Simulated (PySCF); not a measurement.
A GIAO shielding run with PySCF 2.14.0 with density-fitted response routines (density fitting, non-relativistic, gas phase) on SMILES CSC([SiH2]OC=O)=C(C)C, C$_{6}$H$_{12}$O$_{2}$SSi:

```
$ OMP_NUM_THREADS=1 python probes_run.py task.json out

{"job": {"kind": "nmr", "xc": "PBE0", "basis": "pcSseg-1"}, "charge": 0, "multiplicity": 1}
C     -2.607215    -1.000714    -0.708876
S     -1.255933    -1.992342    -0.001497
C     -0.020208    -0.700745     0.142583
Si    -0.403174     0.499616     1.539877
O     -0.448799     2.005035     0.791419
C     -0.656520     3.088953     1.491516
O     -0.809177     3.131304     2.674589
C      1.099896    -0.773804    -0.582098
C      1.393303    -1.858532    -1.569776
C      2.187742     0.247003    -0.448934
H     -2.871107    -0.195910    -0.028228
H     -2.286137    -0.599133    -1.665468
H     -3.448677    -1.671671    -0.845841
H     -1.718348     0.261036     2.121202
H      0.642864     0.506627     2.557222
H     -0.674032     3.983051     0.841939
H      0.526938    -2.494528    -1.726385
H      1.705786    -1.429307    -2.520836
H      2.210482    -2.478039    -1.201223
H      2.483816     0.608123    -1.432749
H      3.063104    -0.208876     0.013586
H      1.874986     1.092237     0.156344
```

Hardware: 1 thread of an Arm Neoverse V2, shared host. The job also computes population analyses, field gradients.

(1) How large is the calculation?

(2) How long does it take, and how much memory does it need?

Answers

(1) 94 electrons, 244 basis functions and 1310 auxiliary functions.

(2) 69 s of wall time, with 14 SCF cycles and 5 response iterations; peak memory 1.1 GiB. Times on a shared host scatter by some tens of per cent.
